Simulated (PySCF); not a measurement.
# Reading the logs of faulty runs: AlB2ClH3

All numbers below are calculated, not measured. The program is PySCF 2.14.0, an open-source quantum chemistry code, run on an isolated molecule that a program drew, which may never have been made. The molecule is AlB2ClH3 (charge 0, doublet), drawn as the SMILES string `[BH2][AlH][B]Cl`.

Each row is a Hartree-Fock (HF) and frozen-core CCSD(T) single point in the cc-pV(D+d)Z basis, meant for a local HF minimum. Run 1 is clean. Each other run has one planted mistake out of seven kinds, and not every kind appears here: one electron removed, one electron added, multiplicity raised by two, geometry at a saddle point, minimal basis STO-3G, one bond length entered in bohr, all coordinates scaled. The reference is restricted for singlets and unrestricted otherwise, and also for a bond in bohr. Adding or removing an electron swaps singlet and doublet. Electrons count all cores. HOMO and LUMO are orbital energies over both spins, the gradient is its largest component, and the lowest frequency (negative if imaginary) is given only where the gradient is small. Bond lengths are over the 6 bonds as drawn. T1 is the CCSD diagnostic: over 0.02 (restricted) or 0.045 (unrestricted) a single reference is doubtful.

Geometry of the clean run:
```xyz
7
AlB2ClH3, angstrom
B     0.0719   -3.3761    0.9209
Al   -0.5763   -1.8312   -0.4294
B    -0.4683   -2.0936   -2.4586
Cl   -0.3760   -2.3208   -4.1587
H    -0.6766   -4.2201    1.3415
H     1.2052   -3.4519    1.3197
H    -1.1616   -0.4346    0.0376
```

| run | electrons | basis functions | <S^2> | HOMO (eV) | LUMO (eV) | gradient (hartree/bohr) | lowest frequency (cm^-1) | mean bond (Å) | longest bond (Å) | T1 | HF (hartree) | CCSD(T) (hartree) | mistake |
|---|---|---|---|---|---|---|---|---|---|---|---|---|---|
| 1 | 43 | 89 | 0.761 | -7.67 | 0.87 | 1.3e-05 | 75 | 1.6518 | 2.152 | 0.0192 | -752.47222 | -752.87844 | no fault |
| 2 | 43 | 89 | 3.776 | -7.68 | -0.85 | 3.4e-02 | - | 1.6518 | 2.152 | 0.0247 | -752.38415 | -752.78053 | multiplicity raised by two |
| 3 | 44 | 89 | 0.000 | -0.43 | 5.56 | 5.3e-02 | - | 1.6518 | 2.152 | 0.0189 | -752.45282 | -752.89810 | one electron added |
| 4 | 43 | 89 | 0.763 | -7.78 | 0.76 | 3.1e-02 | - | 1.7228 | 2.244 | 0.0204 | -752.46293 | -752.87004 | ? |

**Which mistake was planted in run 4, and what did it cost?**

The mean and the longest bond both change by the same factor, 1.043, and the gradient is no longer small. So the mistake is: all coordinates scaled. Subtracting run 1 and multiplying by 627.51 kcal/mol a hartree, the energy moved by 5.8 kcal/mol in HF and 5.3 kcal/mol in CCSD(T).

